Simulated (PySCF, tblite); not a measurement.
A set of runs on `C=COC(=O)CCOC`; the geometry of each is named by its level. Settings lines and outputs come from a driver script.

C6H10O3.
Atom-mapped SMILES: `[CH2:1]=[CH:2][O:3][C:4](=[O:5])[CH2:6][CH2:7][O:8][CH3:9]` (hydrogens: H10, H11 on C1; H12 on C2; H13, H14 on C6; H15, H16 on C7; H17, H18, H19 on C9)

Step 1: GFN2-xTB geometry optimisation, gas phase (tblite 0.8.0) (from a force-field or distance-geometry start)
```json
{"job": {"kind": "relax", "xc": "GFN2-xTB", "basis": "xTB"}, "charge": 0, "multiplicity": 1}
```
```
step      E/eV     max force
  0    -818.78582    4.287
  1    -818.99561    4.379
  2    -819.14260    0.753
...
 49    -819.44669    0.017
 50    -819.44673    0.014
 51    -819.44677    0.012
 52    -819.44680    0.011
 53    -819.44682    0.008
```

Energy lowered by 15.2 kcal/mol over 53 steps; largest atomic force 0.008 eV/Å at the end. «max force» is the largest atomic force in eV/Å.

Hardware: one thread, Arm Neoverse N1 (aarch64) (shared host). Cost: 0.55 s of wall time.

Step 2: GFN2-xTB harmonic vibrations, gas phase (tblite 0.8.0) (on the GFN2-xTB geometry)
```json
{"job": {"kind": "ir", "xc": "GFN2-xTB", "basis": "xTB"}, "charge": 0, "multiplicity": 1}
```
```
(table of modes left out)
```

51 modes from 24 to 3171 cm⁻¹ (unscaled, harmonic); zero-point energy 94.5 kcal/mol; all wavenumbers are real at this level.

Time: 1.0 s. Hardware: Arm Neoverse N1, one thread, shared host with 64 logical CPUs at a one-minute load of 56.

Step 3: PBE0-D3(BJ)/def2-SVP geometry optimisation, gas phase (PySCF 2.14.0) (from the GFN2-xTB geometry)
```json
{"job": {"xc": "PBE0", "basis": "def2-SVP", "d3": "d3bj", "grid": 1, "shake": 0.01, "kind": "geom"}, "charge": 0, "multiplicity": 1}
```
```
step   0  E = -459.44518052  max force = 0.058123
step   1  E = -459.45261314  max force = 0.015509
step   2  E = -459.45222762  max force = 0.010074
step   3  E = -459.45311659  max force = 0.004088
step   4  E = -459.45318631  max force = 0.002465
step   5  E = -459.45319405  max force = 0.002396
step   6  E = -459.45324208  max force = 0.000800
step   7  E = -459.45324712  max force = 0.000217
optimisation converged
```

Final energy -459.45325 Eh after 7 steps; dipole 0.59 D. Energies in Eh; «max force» is the largest Cartesian gradient component in Eh/bohr.

On an Arm Neoverse N1 with one thread, no GPU, shared host with 64 logical CPUs at a one-minute load of 52, this took 3.0 min of wall time and 0.75 GiB of memory at its peak.

Step 4: TDDFT PBE0/def2-SVPD, vertical, gas phase, core orbitals frozen in the response (PySCF 2.14.0, density-fitted response routines) (on the PBE0-D3(BJ)/def2-SVP geometry)
```json
{"job": {"kind": "uv", "xc": "PBE0", "basis": "def2-SVPD", "ip": true}, "charge": 0, "multiplicity": 1}
```
```
...
Static polarisability (au): isotropic 89.174, principal 63.925 78.845 124.753
Singlet excitations
state   eV       nm        f      main configurations
  1   5.8157    213.2   0.00051   H-2->L 0.89, H-2->L+2 0.09
  2   6.1504    201.6   0.27561   H->L 0.88
  3   6.2684    197.8   0.08628   H-1->L 0.92
  4   7.0404    176.1   0.00382   H->L+1 0.60, H-1->L+1 0.17, H->L+3 0.15
  5   7.1046    174.5   0.05684   H-1->L+1 0.66, H->L+3 0.16, H->L+1 0.08
  6   7.4826    165.7   0.20608   H->L+2 0.88
  7   7.5943    163.3   0.00875   H->L+4 0.36, H->L+3 0.32, H->L+1 0.25
  8   7.6917    161.2   0.00514   H-1->L+3 0.69, H-1->L+4 0.11, H-1->L+1 0.10
  9   7.7029    161.0   0.00286   H-1->L+2 0.90
 10   7.7275    160.4   0.00025   H-2->L+2 0.81, H-2->L 0.09
Triplet excitations (Tamm-Dancoff, eV): 4.1244 5.2955 5.7885 6.2329
Vertical ionisation energy (delta-SCF) = 9.5720 eV
```

HOMO -7.44 eV, LUMO -0.58 eV; lowest singlet 5.82 eV; lowest triplet 4.12 eV (Tamm–Dancoff); mean polarisability 89.2 au.

Time: 9.6 min; peak memory 1.1 GiB. Hardware: an Arm Neoverse N1 with one thread (shared host).

Geometry of the electronic-property runs (PBE0-D3(BJ)/def2-SVP):
```
atom  x, y, z in Å
C1     4.3649   -0.4251   -0.7614
C2     3.2829    0.1334   -0.2293
O3     2.0353   -0.3427   -0.5317
C4     0.9595    0.2553    0.0325
O5     1.0353    1.1853    0.7876
C6    -0.3071   -0.4059   -0.4180
C7    -1.5391    0.2195    0.1939
O8    -2.6559   -0.4521   -0.3034
C9    -3.8601    0.0374    0.1966
H10    5.3507   -0.0340   -0.5086
H11    4.2898   -1.2711   -1.4477
H12    3.2876    0.9788    0.4628
H13   -0.2525   -1.4789   -0.1720
H14   -0.3573   -0.3593   -1.5181
H15   -1.5756    1.3006   -0.0497
H16   -1.4885    0.1543    1.2999
H17   -3.9183   -0.0512    1.2999
H18   -4.6752   -0.5532   -0.2442
H19   -4.0160    1.1031   -0.0650
```

 (This holds for the electronic-property runs.)

One conformer stands for the species.
